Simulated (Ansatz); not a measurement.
Reaction (substitution at a C–O bond): `[SiH3]O/C=C\Br` + HBr → `Br/C=C\Br` + `O[SiH3]`

Gas-phase electronic energies from Ansatz, PBE0-D4/def2-TZVP geometries. CBS: MP2 limit from def2 TZ/QZ plus the TZ coupled-cluster correction, frozen cores. Double bonds are as drawn, so ΔE can hold a change between cis and trans. Functionals use def2-TZVPP. For Br outer-core shells are correlated without core-valence functions, which leaves a few kJ/mol of doubt a bond. Scalar relativity is left out up to krypton. One conformer a species, not always the lowest.

`[SiH3]O/C=C\Br`:

Cartesian coordinates in Å:
```
Si -0.698 1.566 0.639
O -0.573 0.082 -0.091
C 0.575 -0.547 -0.390
C 0.658 -1.840 -0.671
Br -0.820 -2.986 -0.657
H -0.475 1.444 2.101
H 0.323 2.481 0.064
H -2.068 2.042 0.355
H 1.480 0.058 -0.421
H 1.598 -2.300 -0.930
```

HBr:

Cartesian coordinates in Å:
```
Br -0.649 0.238 0.163
H 0.649 -0.238 -0.163
```

`Br/C=C\Br`:

Cartesian coordinates in Å:
```
Br 1.808 1.126 -0.508
C 0.543 0.110 0.410
C -0.622 -0.287 -0.072
Br -1.269 0.078 -1.782
H 0.837 -0.150 1.418
H -1.297 -0.876 0.535
```

`O[SiH3]`:

Cartesian coordinates in Å:
```
O -0.261 1.169 -0.456
Si 0.051 -0.391 -0.027
H -0.220 1.838 0.227
H 1.425 -0.544 0.525
H -0.084 -1.189 -1.267
H -0.911 -0.882 0.998
```

| level | ΔE (kJ/mol) |
| --- | --- |
| ωB97X-V | -5.4 |
| SCS-MP2/def2-TZVPP | -16.8 |

What does CCSD(T)/CBS give? (Best estimate.)

The calculation gave: -14.3 kJ/mol. The listed levels differ from it by 8.9, -2.5 kJ/mol.

Largest T1 diagnostic among the species: 0.011.

In def2-TZVPP, CCSD(T) changes the Hartree–Fock value by −15.6 kJ/mol (the triples alone add −2.0 kJ/mol) and MP2 by −24.9 kJ/mol.
